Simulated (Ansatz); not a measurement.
Cu₄Te₂, relaxed as a singlet with RKS PBE-D4/def2-SVP in Ansatz, starting from the GFN1-xTB geometry. Force threshold 0.02 eV/Å.

In the def2 sets Te takes a core potential; there is no spin–orbit coupling. The structure comes from a short search, and lower isomers may exist.

Start:

Cartesian coordinates in Å:
```
Cu -0.679 0.870 -1.267
Cu 0.188 -1.329 -1.011
Cu 0.676 -0.872 1.266
Cu -0.184 1.331 1.011
Te 1.869 0.669 -0.540
Te -1.871 -0.669 0.540
```

(1) Estimate the energy that the relaxation releases and the steps that it takes.

(2) Does the start keep its bonding and symmetry?

(3) Predict the relaxed structure.

Results:

(1) 3.7 kJ/mol, in 4 steps; 15 s on 4 threads of Arm Neoverse V2 on a shared host. No frequencies were taken in this run, so the end may be a saddle point.

(2) By distances, no bond broke or formed. The bond that changes most is Cu2–Te5, from 2.65 to 2.67 Å (atoms count from 1). Point group D4h at the start, D4h at the end, both within 0.05 Å.

(3) 
```tsv
atom	x (Å)	y (Å)	z (Å)
Cu1	-0.664	0.853	-1.242
Cu2	0.181	-1.303	-0.991
Cu3	0.663	-0.853	1.243
Cu4	-0.180	1.303	0.991
Te5	1.914	0.685	-0.552
Te6	-1.914	-0.685	0.552
```
Bond lengths (bridged metal pairs left out): 8 × Cu–Te 2.67 Å.
